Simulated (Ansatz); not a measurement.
## Relaxing a trial structure of CH3AlF2Se

The starting geometry of this gas-phase singlet was optimised with GFN2-xTB; its bonds are those of `[F][Al]([F])[CH2][SeH]`.

```csv
atom,x (Å),y (Å),z (Å)
C,-1.3336,1.0491,-0.1770
Al,-1.1714,0.4941,-2.0799
F,-2.2813,1.0038,-3.1827
F,0.0430,-0.4920,-2.5895
Se,0.2160,0.4670,0.9106
H,-2.2436,0.6671,0.2948
H,-1.3710,2.1395,-0.0923
H,0.5362,-0.7139,0.1385
```

Question: Where would you expect an optimisation with PBE0-D4/def2-SVP to take it?

Answer: A new bond forms, giving a structure given below by its coordinates. Contacts that close: Al2–Se5 (3.30 → 2.66 Å).

The energy falls by 0.23 eV over 20 steps:

| step | E − E(last) (eV) |
| --- | --- |
| 1 | 0.225 |
| 3 | 0.178 |
| 5 | 0.157 |
| 7 | 0.140 |
| 9 | 0.091 |
| 12 | 0.026 |
| 14 | 0.017 |
| 16 | 0.000 |
| 18 | 0.000 |
| 20 | 0.000 |

Final geometry (Å):

```yaml
atoms:
  - { symbol: C, position_ang: [-1.5801, 0.8891, -0.1532] }
  - { symbol: Al, position_ang: [-1.1256, 0.4752, -1.9762] }
  - { symbol: F, position_ang: [-1.1612, 1.6406, -3.1575] }
  - { symbol: F, position_ang: [-0.8328, -1.0932, -2.4396] }
  - { symbol: Se, position_ang: [0.4131, 1.0341, 0.1232] }
  - { symbol: H, position_ang: [-1.9974, 0.1854, 0.5765] }
  - { symbol: H, position_ang: [-1.9552, 1.9035, 0.0426] }
  - { symbol: H, position_ang: [0.6334, -0.4199, 0.2069] }
```

Frequencies at the end are all real (lowest 81 cm⁻¹). Run with Ansatz 0.2.0, 50 s on 2 threads of Arm Neoverse V2, with other jobs on the host.
